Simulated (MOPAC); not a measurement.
MOPAC input (MNDO):

```
MNDO PRECISE GNORM=0.05 LET XYZ CHARGE=1 GEO-OK AUX(PRECISION=9) THREADS=1
CHO

H    -0.00000000 1   -0.00000000 1   -1.39203100 1
O    -0.00000000 1   -0.00000000 1   -0.39505600 1
C     0.00000000 1    0.00000000 1    0.75874600 1
```

Output:

```
 *******************************************************************************
 **                                                                           **
 **                              MOPAC v23.2.5                                **
 **                                                                           **
 *******************************************************************************
 ** MOPAC's Digital Object Identifier: https://doi.org/10.5281/zenodo.6511958 **
 **                                                                           **
 ** Please cite the open-source release paper for use of this MOPAC version:  **
 ** J. E. Moussa and J. J. P. Stewart (2026)                                  **
 ** MOPAC: An open-source semiempirical molecular orbital program             **
 ** J. Open Source Softw., 11(119), 8025, https://doi.org/10.21105/joss.08025 **
 *******************************************************************************

                              MNDO CALCULATION RESULTS

 *******************************************************************************
 *  MNDO       - The MNDO Hamiltonian to be used
 *  GEO-OK     - OVERRIDE INTERATOMIC DISTANCE AND OTHER SAFETY CHECKS
 *
 *
 *
 *                 CHARGE ON SYSTEM = +1
 *
 *
 *
 *  LET        - OVERRIDE SOME SAFETY CHECKS
 *  PRECISE    - TIGHTER CRITERIA TO BE USED
 *  XYZ        - CARTESIAN COORDINATE SYSTEM TO BE USED
 *  GNORM      - EXIT WHEN GRADIENT NORM DROPS BELOW 0.050
 *  AUX        - OUTPUT AUXILIARY INFORMATION
 *******************************************************************************
MNDO PRECISE GNORM=0.05 LET XYZ CHARGE=1 GEO-OK AUX(PRECISION=9) THREADS=1
 CHO

   ATOM   CHEMICAL          X               Y               Z
  NUMBER   SYMBOL      (ANGSTROMS)     (ANGSTROMS)     (ANGSTROMS)

     1       H         -0.00000000  *  -0.00000000  *  -1.39203100  *
     2       O         -0.00000000  *  -0.00000000  *  -0.39505600  *
     3       C          0.00000000  *   0.00000000  *   0.75874600  *

          CARTESIAN COORDINATES

    NO.       ATOM           X           Y           Z

     1         H         -0.0000     -0.0000     -1.3920
     2         O         -0.0000     -0.0000     -0.3951
     3         C          0.0000      0.0000      0.7587

  H: (MNDO): M.J.S. DEWAR, W. THIEL, J. AM. CHEM. SOC., 99, 4899, (1977)
  C: (MNDO): M.J.S. DEWAR, W. THIEL, J. AM. CHEM. SOC., 99, 4899, (1977)
  O: (MNDO): M.J.S. DEWAR, W. THIEL, J. AM. CHEM. SOC., 99, 4899, (1977)

           Empirical Formula: C H O  =     3 atoms

      MOLECULAR POINT GROUP   :   C*v

      RHF CALCULATION, NO. OF DOUBLY OCCUPIED LEVELS = 5

          Geometry optimization using EF

          DIAGONAL MATRIX USED AS START HESSIAN

 CYCLE:     1  GRAD.:   221.350 HEAT:  219.5259
 CYCLE:     2  GRAD.:   612.508 HEAT:  271.6553
 CYCLE:     3  GRAD.:   238.893 HEAT:  232.4344
 CYCLE:     4  GRAD.:   616.354 HEAT:  238.9141
 CYCLE:     5  GRAD.:    76.424 HEAT:  216.8388
 CYCLE:     6  GRAD.:    26.390 HEAT:  215.8506
 CYCLE:     7  GRAD.:    14.653 HEAT:  215.8035
 CYCLE:     8  GRAD.:     0.298 HEAT:  215.7815
 CYCLE:     9  GRAD.:     0.004 HEAT:  215.7815

     GRADIENT =  0.00374 IS LESS THAN CUTOFF =  0.05000

 -------------------------------------------------------------------------------
 MNDO PRECISE GNORM=0.05 LET XYZ CHARGE=1 GEO-OK AUX(PRECISION=9) THREADS=1
 CHO

     GEOMETRY OPTIMISED USING EIGENVECTOR FOLLOWING (EF).
     SCF FIELD WAS ACHIEVED

                              MNDO CALCULATION
                                                       MOPAC v23.2.5 Linux

          FINAL HEAT OF FORMATION =        215.78150 KCAL/MOL =     902.82982 KJ/MOL

          COSMO AREA              =         60.95 SQUARE ANGSTROMS
          COSMO VOLUME            =         42.67 CUBIC ANGSTROMS

          GRADIENT NORM           =          0.00374          =       0.00216 PER ATOM
          IONIZATION POTENTIAL    =         22.511352 EV
          HOMO LUMO ENERGIES (EV) =        -22.511 -6.792
          NO. OF FILLED LEVELS    =          5
          MOLECULAR WEIGHT        =         29.0183         POINT GROUP:  C*v

          MOLECULAR DIMENSIONS (Angstroms)

            Atom       Atom       Distance
            C     3    H     1     2.15923
            O     2    H     1     0.00000
            H     1    C     3     0.00000

          SCF CALCULATIONS        =         10

   ATOM   CHEMICAL          X               Y               Z
  NUMBER   SYMBOL      (ANGSTROMS)     (ANGSTROMS)     (ANGSTROMS)

     1       H          0.00000000  *  -0.00000000  *  -1.37736938  *
     2       O         -0.00000000  *   0.00000000  *  -0.41876269  *
     3       C          0.00000000  *  -0.00000000  *   0.78185989  *

                             CARTESIAN COORDINATES

   1    H        0.000000000    -0.000000000    -1.377369375
   2    O       -0.000000000     0.000000000    -0.418762687
   3    C        0.000000000    -0.000000000     0.781859888

           Empirical Formula: C H O  =     3 atoms

      MOLECULAR POINT GROUP   :   C*v

                  EIGENVALUES
 -53.62173 -34.24499 -24.14090 -24.14090 -22.51135  -6.79249  -6.79249  -5.05884
   0.09515

              NET ATOMIC CHARGES AND DIPOLE CONTRIBUTIONS

  ATOM NO.   TYPE          CHARGE      No. of ELECS.   s-Pop       p-Pop
    1          H           0.433359        0.5666     0.56664
    2          O          -0.223948        6.2239     1.66465     4.55930
    3          C           0.790589        3.2094     1.86381     1.34560
 DIPOLE           X         Y         Z       TOTAL
 POINT-CHG.     0.000    -0.000     0.337     0.337
 HYBRID         0.000     0.000    -1.549     1.549
 SUM            0.000     0.000    -1.213     1.213

          ATOMIC ORBITAL ELECTRON POPULATIONS

     Atom    s        px        py        pz
    1  H   0.56664
    2  O   1.66465   1.67171   1.67171   1.21587
    3  C   1.86381   0.32829   0.32829   0.68902

 **********************
 *                    *
 * JOB ENDED NORMALLY *
 *                    *
 **********************

 == MOPAC DONE ==
```

The dipole moment of an ion depends on the origin.

The geometry given is a B3LYP-D3(BJ)/def2-TZVP minimum.
